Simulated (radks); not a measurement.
All-electron atom: Ca in [Ar] 4s2. Method: scalar-relativistic Kohn-Sham, r2SCAN, spin-polarised, spherical densities, finite nucleus; meta-GGA in the generalised Kohn-Sham scheme; Fermi nuclear charge, rms radius 3.4776 fm; computed with a radial shooting solver on a logarithmic mesh with Libxc functionals.

Unscreened Slater integrals over Kohn-Sham orbitals (eV). They are taken over the spin-up orbitals.

\begin{tabular}{lr}
integral & value \\ \hline
F0(4s,4s) & 6.0225 \\
F0(4s,3p) & 7.7391 \\
G1(4s,3p) & 0.42399 \\
F0(4s,3s) & 7.7895 \\
G0(4s,3s) & 0.28205 \\
F0(4s,2p) & 8.2005 \\
G1(4s,2p) & 0.13506 \\
F0(3p,3p) & 19.380 \\
F2(3p,3p) & 9.7460 \\
F0(3p,3s) & 20.231 \\
G1(3p,3s) & 13.456 \\
F0(3p,2p) & 26.407 \\
F2(3p,2p) & 4.8115 \\
G0(3p,2p) & 1.8852 \\
G2(3p,2p) & 1.9263 \\
F0(3s,3s) & 21.201 \\
F0(3s,2p) & 28.183 \\
G1(3s,2p) & 2.1765 \\
F0(2p,2p) & 76.090 \\
F2(2p,2p) & 35.579 \\
\end{tabular}
